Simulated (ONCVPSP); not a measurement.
**Transferability test, ONCV potential for molybdenum (Mo)**

| Property | Result |
| --- | --- |
| Element | molybdenum |
| Generator | ONCVPSP 4.0.1 |
| Type | optimised norm-conserving Vanderbilt (ONCV) |
| Functional | PBE |
| Relativity | fully relativistic |
| Frozen core | [Ar] 3d10 |
| Valence charge | 14 |
| Reference configuration | 4s2 4p6 4d5 (charge +1) |
| Partial waves | 4s: rc 1.35 bohr, ncon 3, nbas 7, qcut 7.3 1/bohr, 2 projectors, debl 1.5 Ha; 4p: rc 1.85 bohr, ncon 4, nbas 9, qcut 5.8 1/bohr, 2 projectors, debl 1.1 Ha; 4d: rc 1.75 bohr, ncon 5, nbas 8, qcut 6.5 1/bohr, 2 projectors, debl 3.7 Ha |
| Local potential | polynomial inside 1.15 bohr (lpopt 4, dvloc0 3 Ha) |
| Core correction | none |

Open shells are filled in proportion to 2j + 1.

In the s channel the program set the typed energies aside and used -2.612, 0.250 Ha. In the p channel the program set the typed energies aside and used -1.635, 0.250 Ha (j = l + 1/2; the other j can differ).

Energies are relative to the spin-unpolarised reference configuration 4s2 4p6 4d5; without spin polarisation the order of configurations can differ from experiment.

```json
{"valence configuration": "4s2 4p6 4d5 5s1", "charge": "0", "ΔE all-electron (eV)": "-6.891", "error AE − PS (meV)": "-0.4"}
{"valence configuration": "4s2 4p6 4d4 5s1", "charge": "+1", "ΔE all-electron (eV)": "1.172", "error AE − PS (meV)": "-1.2"}
```

Q: What are ΔE and the potential's error for 4s2 4p6 4d3?

A: ΔE = 42.202 eV all-electron; the error (AE − PS) is +4.5 meV.

Q: What are ΔE and the potential's error for 4s2 4p6 4d4?

A: ΔE = 15.461 eV all-electron; the error (AE − PS) is +0.4 meV.
